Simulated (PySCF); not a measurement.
hydrogen peroxide (H2O2), singlet, geometry from GFN2-xTB. Base run: PySCF with BLYP/def2-SVP, TDA.

Input for PySCF:
```python
from pyscf import gto, scf, dft, tdscf

mol = gto.Mole()
mol.atom = '''
    O    -0.02311961    0.70996455   -0.01256427
    O     0.02311961   -0.70996455    0.01256427
    H     0.91389752    0.94248526   -0.03262698
    H    -0.91389752   -0.94248526    0.03262698
'''
mol.basis = 'def2-svp'
mol.verbose = 4
mol.build()

mf = dft.RKS(mol)
mf.xc = 'blyp'
mf.kernel()
td = mf.TDA()
td.nstates = 5
td.kernel()
td.analyze()
```

Variants of this job, named by their change:

```json
[
 {"change": "base", "first excitation (eV)": "5.36", "oscillator strength of the first": "0.000", "second (eV)": "5.68"},
 {"change": "basis = cc-pVDZ", "first excitation (eV)": "5.20", "oscillator strength of the first": "0.000", "second (eV)": "5.64"},
 {"change": "functional = pbe", "first excitation (eV)": "5.49", "oscillator strength of the first": "0.000", "second (eV)": "5.93"},
 {"change": "functional = pbe0", "first excitation (eV)": "5.89", "oscillator strength of the first": "0.000", "second (eV)": "6.93"},
 {"change": "nstates = 15", "first excitation (eV)": "5.36", "oscillator strength of the first": "0.000", "second (eV)": "5.68"},
 {"change": "functional = hf", "first excitation (eV)": "6.66", "oscillator strength of the first": "0.000", "second (eV)": "8.92"},
 {"change": "functional = b3lyp", "first excitation (eV)": "5.75", "oscillator strength of the first": "0.000", "second (eV)": "6.52"},
 {"change": "response = full linear response", "first excitation (eV)": "5.29", "oscillator strength of the first": "0.000", "second (eV)": "5.67"},
 {"change": "nstates = 10", "first excitation (eV)": "5.36", "oscillator strength of the first": "0.000", "second (eV)": "5.68"},
 {"change": "nstates = 2", "first excitation (eV)": "5.36", "oscillator strength of the first": "0.000", "second (eV)": "5.68"},
 {"change": "functional = m062x", "first excitation (eV)": "5.73", "oscillator strength of the first": "0.000", "second (eV)": "7.12"}
]
```

An iterative solver can miss low states, so a row lists the states that it found.
